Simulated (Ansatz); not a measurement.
Ideal-gas functions of H4HfS4, SMILES `[SH][Hf]([SH])([SH])[SH]` at 400 K and 1 bar, from an Ansatz frequency run at PBE0-D4/def2-TZVP.

Molar mass 310.79 g/mol, point group S4 (symmetry number 2), electronic degeneracy 1, moments of inertia 514.265, 529.428, 529.455 u Å². Harmonic wavenumbers (cm⁻¹, unscaled): 71, 71, 80, 85, 98, 125, 125, 215, 253, 337, 345, 352, 352, 461, 470, 470, 498, 2682, 2682, 2682, 2683.

Use S(trans) = R[1.5 ln M + 2.5 ln T − 1.1517]; rotational temperatures θ = 24.2544 K / I; S(rot) = R[ln(√π/σ · √(T³/θAθBθC)) + 1.5]; for each mode x = 1.438777 ν̃/T, S = R[x/(eˣ − 1) − ln(1 − e⁻ˣ)] and H = RT x/(eˣ − 1); 1 cm⁻¹ = 0.0119627 kJ/mol; R = 8.31446 J/(mol·K).

Task: By hand: the entropy, in J/(mol·K).

Result: Translation 186.5. Rotation: θ = 0.0472, 0.0458, 0.0458 K, giving 124.5. Vibration, mode by mode: 19.69, 19.69, 18.70, 18.20, 17.03, 15.03, 15.03, 10.66, 9.38, 7.21, 7.03, 6.89, 6.89, 5.00, 4.87, 4.87, 4.50, 0.01, 0.01, 0.01, 0.01, in all 190.7. Electronic 0.0. Sum 501.7 J/(mol·K).

Task: By hand: H − E and G − E in kJ/mol, counted from the electronic energy.

Result: Zero-point energy ½ × 15137 × 0.0119627 = 90.5; thermal vibration 35.6; translation, rotation and pV give 4 RT = 13.3. H − E = 139.4 kJ/mol, and G − E = 139.4 − 400 × 501.7/1000 = -61.3 kJ/mol.

Vibration gives 38 % of the entropy, 123.4 J/(mol·K) of it from the modes under 150 cm⁻¹: soft modes count most, and the harmonic formula is weakest for them. The sum counts one conformer and one mirror image; others add a mixing term.
